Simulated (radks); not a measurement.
Species: Cs3+. Configuration: [Kr] 4d9 5s2 5p5 (not the ground configuration). Method: Dirac Kohn-Sham, PBEsol, spin-unpolarised, spherical densities, finite nucleus; open shells fill j = l - 1/2 first; Fermi nuclear charge, rms radius 4.8041 fm; computed with a radial shooting solver on a logarithmic mesh with Libxc functionals.

Normalised radial functions P(r) = r R(r) (large component), r in bohr:

r,4p1/2,4p3/2
0.002113,0.0102,0.0042
0.002421,0.0123,0.0054
0.002796,0.0150,0.0071
0.003204,0.0182,0.0092
0.00367,0.0221,0.0118
0.004239,0.0272,0.0154
0.004856,0.0331,0.0198
0.005608,0.0409,0.0256
0.006425,0.0500,0.0327
0.007421,0.0618,0.0422
0.008502,0.0755,0.0535
0.009818,0.0931,0.0683
0.01125,0.1132,0.0857
0.01289,0.1372,0.1068
0.01488,0.1672,0.1338
0.01705,0.2003,0.1643
0.01969,0.2405,0.2020
0.02256,0.2830,0.2429
0.02606,0.3318,0.2910
0.02985,0.3800,0.3399
0.03448,0.4301,0.3928
0.0395,0.4726,0.4402
0.04525,0.5053,0.4804
0.05226,0.5219,0.5082
0.05987,0.5127,0.5126
0.06915,0.4679,0.4849
0.07922,0.3854,0.4203
0.09149,0.2512,0.3050
0.1048,0.0818,0.1512
0.1211,-0.1326,-0.0522
0.1387,-0.3494,-0.2667
0.1589,-0.5524,-0.4776
0.1835,-0.7144,-0.6605
0.2102,-0.7799,-0.7569
0.2428,-0.7232,-0.7411
0.2782,-0.5361,-0.5946
0.3213,-0.2070,-0.3029
0.3681,0.1895,0.0713
0.4251,0.6338,0.5112
0.487,1.0044,0.8972
0.5579,1.2632,1.1872
0.6444,1.3721,1.3384
0.7382,1.3155,1.3209
0.8526,1.1226,1.1596
0.9768,0.8715,0.9242
1.128,0.5971,0.6517
1.292,0.3753,0.4217
1.493,0.2035,0.2363
1.71,0.1007,0.1211
1.959,0.0436,0.0545
2.263,0.0152,0.0199
2.592,0.0047,0.0065
2.994,0.0011,0.0016
3.43,0.0002,0.0003
3.961,0.0000,0.0001
4.538,0.0000,0.0000
5.241,0.0000,0.0000
6.004,0.0000,0.0000

4p1/2: eigenvalue -208.24 eV, 2 radial nodes at r = 0.111, 0.346 bohr, <r> = 0.715 bohr, 90 % of the charge inside 1.04 bohr. 4p3/2: eigenvalue -194.19 eV, 2 radial nodes at r = 0.117, 0.359 bohr, <r> = 0.742 bohr, 90 % of the charge inside 1.08 bohr.
